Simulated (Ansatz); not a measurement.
BH7OSi2 (`O[SiH2]B[SiH3]`), 11 atoms. Charge 0, multiplicity 1. All runs use 2 threads of an AMD EPYC on a shared host. Correlated methods freeze the cores.

Problem. How many basis functions does each run have, and how long does it take in Ansatz? RKS ωB97M-V/def2-QZVPP energy; RKS PBE-D4/def2-TZVPP energy and forces; RKS PBE0-D4/def2-TZVP relaxation (13 steps); RKS PBE0-D4/def2-TZVP frequencies; direct RPA on PBE orbitals/def2-TZVPP energy; RKS PBE0-D4/def2-SVP energy; RKS PBE0-D4/def2-QZVPP energy; RHF-MP2/def2-TZVPP energy; RKS ωB97M-V/def2-SVP energy; RKS PBE-QIDH (frozen core)/def2-TZVPP energy; RKS r2SCAN0-D4/def2-TZVPP energy; RHF-MP2/def2-QZVPP energy. (Best estimate.)

Solution. The calculation gave: Other jobs shared the machine, so times are rough.

```
                                level                    job  functions  wall time  peak host memory (GiB)
                 RKS PBE0-D4/def2-SVP                 energy         99        6 s                    0.21
                RKS PBE-D4/def2-TZVPP      energy and forces        244       12 s                    0.31
                 RKS ωB97M-V/def2-SVP                 energy         99       16 s                     0.3
            RKS r2SCAN0-D4/def2-TZVPP                 energy        244       18 s                    0.58
                   RHF-MP2/def2-TZVPP                 energy        244       18 s                    0.55
direct RPA on PBE orbitals/def2-TZVPP                 energy        244       25 s                    0.53
RKS PBE-QIDH (frozen core)/def2-TZVPP                 energy        244       27 s                    0.59
               RKS PBE0-D4/def2-QZVPP                 energy        464       42 s                     1.4
               RKS ωB97M-V/def2-QZVPP                 energy        464       78 s                     1.8
                   RHF-MP2/def2-QZVPP                 energy        464       97 s                     2.6
                RKS PBE0-D4/def2-TZVP  relaxation (13 steps)        178      3 min                    0.42
                RKS PBE0-D4/def2-TZVP            frequencies        178    9.9 min                    0.42
```
